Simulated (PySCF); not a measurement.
Level sweep

C₃H₉BrSi.
Structure used (PBE0-D3(BJ)/def2-SVP), in Å, numbered top down from 1:
```xyz
14
C3H9BrSi angstrom
Si    -2.1663    0.0123   -0.5204
C     -0.2870    0.0164   -0.7128
C      0.4670    0.2034    0.6035
C      1.9666    0.1447    0.4005
Br     2.9397    0.3864    2.0676
H     -2.5913   -1.1025    0.3810
H     -2.8198   -0.1667   -1.8530
H     -2.6289    1.3045    0.0744
H      0.0032   -0.9337   -1.1953
H     -0.0204    0.8149   -1.4272
H      0.1726   -0.5697    1.3327
H      0.2037    1.1720    1.0595
H      2.3193    0.9371   -0.2738
H      2.2872   -0.8257   -0.0010
```

PySCF, dipoles from the SCF density, polarisabilities from static response with core orbitals frozen. Geometry: PBE0-D3(BJ)/def2-SVP, one conformer, isolated molecule. The LDA/def2-SVPD calculation is non-relativistic and has no spin–orbit coupling, an omission that weighs most on bromine.

Task: How do dipole and polarisability depend on functional and basis here?

Result: 

```
              level  μ (D)  α (Å³)  anisotropy (Å³)
      LDA/def2-SVPD  1.922   14.14             6.42
      PBE/def2-SVPD  1.890   13.92             6.33
    B3LYP/def2-SVPD  1.954   13.47             5.85
     PBE0/def2-SVPD  1.968   13.36             5.80
BHandHLYP/def2-SVPD  2.049   12.97             5.42
CAM-B3LYP/def2-SVPD  1.976   13.21             5.49
  wB97X-D/def2-SVPD  1.994   13.22             5.49
  LC-wPBE/def2-SVPD  1.962   12.87             5.20
       HF/def2-SVPD  2.222   12.49             4.97
        PBE0/6-31G*  2.079   10.59             5.43
      PBE0/def2-SVP  1.817   11.09             5.29
   PBE0/aug-cc-pVDZ  2.004   13.49             6.04
     PBE0/def2-TZVP  1.945   12.65             6.00
    PBE0/def2-TZVPD  1.962   13.56             5.96
```

The anisotropy is √(½[(α1 − α2)² + (α2 − α3)² + (α3 − α1)²]). The dipole runs from 1.82 D (PBE0/def2-SVP) to 2.22 D (HF/def2-SVPD). No reference polarisability is at hand; against PBE0 in the largest diffuse basis at hand (def2-TZVPD) the other PBE0 rows deviate by 6-31G* -22%, def2-SVP -18%, def2-SVPD -1%, aug-cc-pVDZ -1%, def2-TZVP -7%. In one basis (def2-SVPD) the functionals order the polarisability from HF (lowest) to LDA (highest), a spread of 13%. With PBE0 the polarisability is 11.44 Å³ without diffuse functions (mean of 6-31G*, def2-SVP and def2-TZVP) and 13.47 Å³ with them (mean of def2-SVPD, aug-cc-pVDZ and def2-TZVPD).

Without π bonds the low states are Rydberg-like; a valence basis with one diffuse set may place them up to an eV too high.
